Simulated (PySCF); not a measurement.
## Static response to an electric field

Compound: SiH3(NEt2), C₄H₁₃NSi.
Cartesian coordinates in Å at the PBE0-D3(BJ)/def2-SVP level; atoms count from 1:
```xyz
19
C4H13NSi angstrom
Si     0.971    1.774    0.651
H      0.612    2.061    2.074
H      2.453    1.648    0.497
H      0.551    2.967   -0.163
N      0.236    0.268    0.207
C      0.749   -0.509   -0.906
C      1.407   -1.815   -0.479
C     -1.052   -0.135    0.735
C     -2.248    0.357   -0.071
H      1.485    0.098   -1.462
H     -0.058   -0.717   -1.634
H      2.272   -1.616    0.171
H      0.706   -2.453    0.082
H      1.752   -2.388   -1.354
H     -1.083   -1.237    0.810
H     -1.137    0.231    1.773
H     -2.282    1.458   -0.093
H     -2.203    0.005   -1.114
H     -3.194   -0.005    0.361
```

Level: wB97X-D/def2-SVPD (PySCF), static field, nuclei fixed, core orbitals frozen in the response. The polarisability tensor in these axes (au):

```
x   89.30  0.26 -1.55
y    0.26 89.63  4.58
z   -1.55  4.58 79.11
```

Question: Diagonalise the tensor; give its mean and Δα, where Δα² is half the sum of the squared differences of the eigenvalues.

Answer: Principal values 77.19, 89.45 and 91.39 au; mean 86.01 au = 12.75 Å³ = 14.18 × 10⁻⁴⁰ C²·m²/J; Δα = 13.33 au (16 % of the mean).

Question: What is the dipole moment, and where does it point?

Answer: (-0.55, -0.89, -0.42) D, 1.13 D in size, pointing from the negative to the positive side. Measured along this direction, the outermost atoms are H3 and H2 at the negative end and H13, H14, H18 and H19 at the positive end.

Question: Orientational against electronic polarisability at 298 K (dilute gas, rigid molecules)?

Answer: In Gaussian units μ²/3kT = 10.27 Å³ against 12.75 Å³, a ratio of 0.81; the Debye molar polarisation (4π/3)N_A(α + μ²/3kT) is 58.1 cm³/mol, leaving out the vibrational part.

Question: Form Σ f/ω² (atomic units) for the 10 lowest TDDFT singlets, given as eV and f, and set it beside the mean polarisability, which is this sum over all singlets: 5.91, 0.0082; 6.53, 0.0035; 6.74, 0.0278; 6.98, 0.0262; 7.21, 0.0149; 7.39, 0.0077; 7.66, 0.0153; 8.15, 0.0126; 8.52, 0.0473; 8.61, 0.0746.

Answer: They add up to 2.96 au, 3.4 % of the 86.01 au; the largest single term is 0.75 au, from the state at 8.61 eV. Terms in order: 0.17, 0.06, 0.45, 0.40, 0.21, 0.10, 0.19, 0.14, 0.48, 0.75 au. Higher excitations give the rest. The strengths listed sum to 0.238.

Question: Find the Langevin capture rate constant for O2+ (31.990 u) meeting this molecule (103.082 u), k = 2.342 × 10⁻⁹ cm³/s × √(α in Å³ / reduced mass in u).

Answer: The reduced mass is 24.41 u, so k = 1.69 × 10⁻⁹ cm³/s. The formula leaves out the permanent dipole, which adds to the capture rate.

Question: Directions of the eigenvectors, and the extent of the frame along each?

Answer: Largest value along (-0.16, 0.92, 0.36), where the nuclei span 5.54 Å; middle along (0.98, 0.19, -0.06), 5.84 Å; least along (0.13, -0.35, 0.93), 2.74 Å. The strongest response doesn't lie along the longest of the three spans.

Question: Refractivity n − 1 of an ideal gas of it at 400 K and 1 atm, from the electronic α?

Answer: N = p/kT = 1.8347 × 10¹⁹ cm⁻³, so n − 1 = 2π × N × 12.75 × 10⁻²⁴ cm³ = 1469 × 10⁻⁶ at long wavelengths, for an ideal gas.

One conformer (not necessarily the lowest) at the PBE0-D3(BJ)/def2-SVP geometry, without solvent, vibrations or thermal averaging.

The run behind these numbers computed excited states as well. On one thread of an AMD EPYC, shared host, this took 1.8 min of wall time (grids of density and orbitals included) and 1.0 GiB of memory at its peak.
